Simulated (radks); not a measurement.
Question: Radial electron density D(r) = 4 pi r^2 rho(r) of an atom or ion with 11.75 electrons. Calculated with a radial shooting solver on a logarithmic mesh with Libxc functionals: non-relativistic Kohn-Sham, LDA (Slater exchange, Perdew-Wang correlation), spin-polarised, spherical densities, point nucleus.

| r (bohr) | D(r) (e/bohr) | spin D(r) |
|---|---|---|
| 0.0128 | 1.644 | 0.000718 |
| 0.01443 | 2.010 | 0.000877 |
| 0.0164 | 2.477 | 0.00108 |
| 0.01849 | 2.996 | 0.00130 |
| 0.02102 | 3.643 | 0.00158 |
| 0.0237 | 4.344 | 0.00187 |
| 0.02693 | 5.195 | 0.00222 |
| 0.03037 | 6.086 | 0.00258 |
| 0.03452 | 7.124 | 0.00299 |
| 0.03892 | 8.158 | 0.00338 |
| 0.04423 | 9.292 | 0.00378 |
| 0.04987 | 10.34 | 0.00410 |
| 0.05668 | 11.38 | 0.00436 |
| 0.06391 | 12.22 | 0.00447 |
| 0.07263 | 12.88 | 0.00440 |
| 0.08189 | 13.22 | 0.00412 |
| 0.09308 | 13.24 | 0.00357 |
| 0.1049 | 12.89 | 0.00282 |
| 0.1193 | 12.17 | 0.00184 |
| 0.1345 | 11.23 | 0.000841 |
| 0.1528 | 10.07 | -0.000111 |
| 0.1723 | 9.007 | -0.000673 |
| 0.1959 | 8.080 | -0.000645 |
| 0.2208 | 7.560 | 0.000194 |
| 0.251 | 7.480 | 0.00209 |
| 0.283 | 7.857 | 0.00475 |
| 0.3216 | 8.635 | 0.00820 |
| 0.3626 | 9.532 | 0.0114 |
| 0.4122 | 10.41 | 0.0141 |
| 0.4647 | 10.93 | 0.0151 |
| 0.5282 | 10.97 | 0.0141 |
| 0.5955 | 10.44 | 0.0110 |
| 0.6768 | 9.325 | 0.00643 |
| 0.7631 | 7.897 | 0.00212 |
| 0.8673 | 6.186 | -0.000487 |
| 0.9779 | 4.616 | 0.000749 |
| 1.111 | 3.167 | 0.00745 |
| 1.253 | 2.126 | 0.0192 |
| 1.424 | 1.380 | 0.0365 |
| 1.606 | 0.9791 | 0.0552 |
| 1.825 | 0.7813 | 0.0747 |
| 2.058 | 0.7181 | 0.0892 |
| 2.339 | 0.6950 | 0.0973 |
| 2.637 | 0.6622 | 0.0961 |
| 2.997 | 0.5895 | 0.0857 |
| 3.379 | 0.4869 | 0.0697 |
| 3.841 | 0.3589 | 0.0499 |
| 4.33 | 0.2428 | 0.0324 |
| 4.922 | 0.1415 | 0.0179 |
| 5.549 | 0.07520 | 0.00892 |
| 6.307 | 0.03303 | 0.00359 |
| 7.111 | 0.01311 | 0.00129 |
| 8.082 | 0.004090 | 0.000350 |
| 9.113 | 0.001142 | 0.0000827 |
| 10.36 | 0.0002362 | 0.0000134 |

What is the nuclear charge?

Answer: Z = 12. The innermost maximum, from 1s, lies near 1/Z = 0.0833 bohr (found: 0.0880), and its height grows with Z. The density is that of the magnesium ion Mg0.25+ in [Ne] 3s(up 1, down 0.75); the configuration itself is not fixed sharply by these data, and Z only to about a unit. D(r) has 2 maxima, at r = 0.0880, 0.499 bohr, and minima at 0.239 bohr, inside which lie 2.20 electrons.
